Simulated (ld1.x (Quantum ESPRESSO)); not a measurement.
tungsten (W): one change to a PAW potential, before and after

- Element: W (Z = 74)
- Generator: ld1.x (Quantum ESPRESSO) 7.5
- Type: PAW
- Functional: PBEsol
- Relativity: scalar-relativistic
- Frozen core: [Kr] 4d10 4f14
- Valence charge: 14
- Reference configuration: 5s2 5p6 5d4 6s1.5 6p0 (charge +0.5)
- Partial waves: 5s (bound): rcut 1.35, rcutus 1.55 bohr; 6s (bound): rcut 1.35, rcutus 1.55 bohr; 5p (bound): rcut 1.65, rcutus 1.95 bohr; 6p (bound, empty): rcut 1.65, rcutus 1.95 bohr; 5d (bound): rcut 1.80, rcutus 2.45 bohr; 5d channel at 0.05 Ry: rcut 1.80, rcutus 2.45 bohr
- Local potential: all-electron potential smoothed inside 2.25 bohr (lloc = -1)
- Core correction: Bessel-smoothed model core inside 0.90 bohr
- Augmentation charge: BESSEL, radius 1.40 bohr

Change: waves 5d (bound): rcut 1.50, rcutus 1.60 bohr; 5d channel at 0.05 Ry: rcut 1.50, rcutus 1.60 bohr.

Cutoffs: the cutoffs (Ry, on a coarse ladder) from which the occupation-weighted sum of valence levels, in a spherical-Bessel basis at the reference potential, stays within 10 and 1 mRy of its value at 400 Ry; they do not see the model core or the augmentation charge, which bear on the density cutoff. Errors are all-electron minus pseudo energies relative to the spin-unpolarised reference configuration.

Problem. What does the change do?

Solution. The potential gets harder (25 Ry and 45 Ry → 35 Ry and 60 Ry); of the 7 tests that both files solve, the error grows in 1 and shrinks in 2 by more than 15 % and 0.3 meV (median size 1.8 → 1.7 meV); neither file shows a bound ghost. A smaller radius makes the pseudo-wave follow the all-electron one further in, where it bends more sharply, so more plane waves are needed.

| quantity | base | changed |
| --- | --- | --- |
| cutoff, loose | 25 Ry | 35 Ry |
| cutoff, tight | 45 Ry | 60 Ry |
| loose cutoff by channel (10 mRy a level) | s 18 Ry, p 18 Ry, d 15 Ry | s 18 Ry, p 18 Ry, d 30 Ry |
| bound ghosts | none | none |
| error for 5s2 5p6 5d4 6s2 6p0, meV [ΔE -3.65 eV] | +1.3 | +1.3 |
| error for 5s2 5p6 5d4 6s1 6p0, meV [ΔE 5.27 eV] | -1.8 | -1.7 |
| error for 5s2 5p6 5d4 6s0 6p0, meV [ΔE 20.97 eV] | -6.9 | -5.3 |
| error for 5s2 5p6 5d3 6s2 6p0, meV [ΔE 5.22 eV] | -1.8 | -1.4 |
| error for 5s2 5p6 5d4 6s0 6p1, meV [ΔE 10.78 eV] | -0.6 | +0.9 |
| error for 5s2 5p6 5d2 6s0 6p0, meV [ΔE 83.60 eV] | -86 | -98 |
| error for 5s1 5p6 5d4 6s2 6p0, meV [ΔE 81.82 eV] | -208 | -179 |
| lowest overlap eigenvalue by channel | s 0.22, p 0.12, d 1.00 | s 0.22, p 0.12, d 0.90 |
